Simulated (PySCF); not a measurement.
**Bond curve of RbSb**

Set-up: Rb def2-SVPD with ECP28, Sb def2-SVPD with ECP28; scalar-relativistic core potentials (PySCF 2.14). Energies in eV from Rb + Sb in their ground configurations at the same level. State: ³Σ⁻ (triplet), unpaired electrons π ↑↑.

All columns are M06. A positive dipole means Rb(−)Sb(+).

```json
{"R (Å)": "3.008", "E (eV)": "-1.065", "μ (D)": "-8.74", "Mulliken charge on Rb (basis-dependent)": "0.60", "HOMO (eV)": "-3.37", "LUMO (eV)": "-2.01", "Mayer bond order": "0.71", "⟨S²⟩": "2.01"}
{"R (Å)": "3.148", "E (eV)": "-1.300", "μ (D)": "-9.15", "Mulliken charge on Rb (basis-dependent)": "0.58", "HOMO (eV)": "-3.37", "LUMO (eV)": "-1.90", "Mayer bond order": "0.73", "⟨S²⟩": "2.01"}
{"R (Å)": "3.288", "E (eV)": "-1.427", "μ (D)": "-9.55", "Mulliken charge on Rb (basis-dependent)": "0.57", "HOMO (eV)": "-3.35", "LUMO (eV)": "-1.81", "Mayer bond order": "0.75", "⟨S²⟩": "2.01"}
{"R (Å)": "3.393", "E (eV)": "-1.471", "μ (D)": "-9.85", "Mulliken charge on Rb (basis-dependent)": "0.55", "HOMO (eV)": "-3.32", "LUMO (eV)": "-1.75", "Mayer bond order": "0.76", "⟨S²⟩": "2.01"}
{"R (Å)": "3.498", "E (eV)": "-1.482", "μ (D)": "-10.14", "Mulliken charge on Rb (basis-dependent)": "0.54", "HOMO (eV)": "-3.29", "LUMO (eV)": "-1.70", "Mayer bond order": "0.78", "⟨S²⟩": "2.01"}
{"R (Å)": "3.603", "E (eV)": "-1.469", "μ (D)": "-10.44", "Mulliken charge on Rb (basis-dependent)": "0.52", "HOMO (eV)": "-3.25", "LUMO (eV)": "-1.65", "Mayer bond order": "0.79", "⟨S²⟩": "2.01"}
{"R (Å)": "3.743", "E (eV)": "-1.423", "μ (D)": "-10.82", "Mulliken charge on Rb (basis-dependent)": "0.50", "HOMO (eV)": "-3.20", "LUMO (eV)": "-1.61", "Mayer bond order": "0.81", "⟨S²⟩": "2.01"}
{"R (Å)": "3.918", "E (eV)": "-1.337", "μ (D)": "-11.28", "Mulliken charge on Rb (basis-dependent)": "0.47", "HOMO (eV)": "-3.13", "LUMO (eV)": "-1.63", "Mayer bond order": "0.84", "⟨S²⟩": "2.02"}
{"R (Å)": "4.128", "E (eV)": "-1.211", "μ (D)": "-11.80", "Mulliken charge on Rb (basis-dependent)": "0.44", "HOMO (eV)": "-3.05", "LUMO (eV)": "-1.66", "Mayer bond order": "0.86", "⟨S²⟩": "2.02"}
{"R (Å)": "4.407", "E (eV)": "-1.029", "μ (D)": "-12.44", "Mulliken charge on Rb (basis-dependent)": "0.39", "HOMO (eV)": "-2.94", "LUMO (eV)": "-1.69", "Mayer bond order": "0.89", "⟨S²⟩": "2.03"}
```

A fit through these points gives, at Re = 3.489 Å, μ = -10.12 D and dμ/dR = -2.80 D/Å; the reduced mass is 49.88 u.

Problem. How strong is the fundamental in the double-harmonic approximation, I = 42.26·(dμ/dR)²/μred km/mol?

Solution. I = 42.26·(-2.80)²/49.88 = 6.64 km/mol at M06.

These are scalar-relativistic numbers at best; spin–orbit coupling would shift them, the dissociation energy most. The state was picked by a PBE0 search and need not be the measured ground state.
